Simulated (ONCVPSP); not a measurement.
## Before and after: ONCV potential for Sb (Z = 51)

* Element: Sb
* Generator: ONCVPSP 4.0.1
* Type: optimised norm-conserving Vanderbilt (ONCV)
* Functional: revPBE
* Relativity: scalar-relativistic
* Frozen core: [Kr]
* Valence charge: 15
* Reference configuration: 4d10 5s2 5p3
* Partial waves: 5s: rc 1.60 bohr, ncon 4, nbas 8, qcut 4 1/bohr, 2 projectors, debl 0.6 Ha; 5p: rc 1.95 bohr, ncon 4, nbas 7, qcut 4.3 1/bohr, 2 projectors, debl 1 Ha; 4d: rc 1.60 bohr, ncon 5, nbas 9, qcut 10.5 1/bohr, 3 projectors, debl 3.5 Ha
* Local potential: polynomial inside 1.30 bohr (lpopt 1, dvloc0 0 Ha)
* Core correction: Teter function, fcfact 3, rcfact 1.35

All-electron outer shells of the reference configuration (revPBE, scalar-relativistic, ld1.x):

```
shell  level (eV)  outermost node (bohr)  outermost maximum (bohr)
   4s     -148.84                   0.39                      0.73
   4p     -101.79                   0.39                      0.76
   4d      -33.48                   0.38                      0.84
   5s      -12.77                   0.95                      1.90
   5p       -4.78                   1.04                      2.35
```

Change: p: qcut 5.8.

Cutoffs: the cutoffs (Ha) at which the residual kinetic energy of the hardest occupied pseudo-wave falls to 1 and 0.1 mHa per electron; they do not see the model core or the augmentation charge, which bear on the density cutoff. Errors are all-electron minus pseudo energies relative to the spin-unpolarised reference configuration.

Q: How do hardness, ghosts and transferability respond?

A: The potential gets neither clearly harder nor softer (40 Ha and 68 Ha → 40 Ha and 68 Ha); the bound ghosts move from s to p, s; the lowest positive-energy flag moves from p at 57.5 eV to none; the errors of the 3 common tests hardly move; the range in which the p phases agree widens (upper end 2.0 → at the end of the scan).

| quantity | base | changed |
| --- | --- | --- |
| cutoff, loose | 40 Ha | 40 Ha |
| cutoff, tight | 68 Ha | 68 Ha |
| loose cutoff by channel | s 36 Ha, p 6.2 Ha, d 40 Ha | s 36 Ha, p 6.0 Ha, d 40 Ha |
| bound ghosts | s | s, p |
| GHOST(+) flags under 300 eV | p at 57.5 eV | none |
| tests with a reliable result | 3 of 4 | 3 of 4 |
| error for 4d10 5s2 5p2, meV [ΔE 8.26 eV] | -2.7 | -2.7 |
| error for 4d10 5s2 5p1, meV [ΔE 24.15 eV] | -8.8 | -8.8 |
| error for 4d10 5s2 5p0, meV [ΔE 48.44 eV] | -12 | -12 |
| s: phases at 1.62 bohr within 0.05 rad from the reference energy up to (Ha; the scan ends near 5) | to the end of the scan | to the end of the scan |
| p: phases at 1.98 bohr within 0.05 rad from the reference energy up to (Ha; the scan ends near 5) | 2.0 | to the end of the scan |
| d: phases at 1.62 bohr within 0.05 rad from the reference energy up to (Ha; the scan ends near 5) | to the end of the scan | to the end of the scan |
| rms error of d²Exc/dni dnj with the model core, mHa | 1.87 | 1.89 |

 A true bound ghost makes a file unfit for plane-wave use even where its test errors are small: the radial tests pick states by their node count and pass the ghost by.
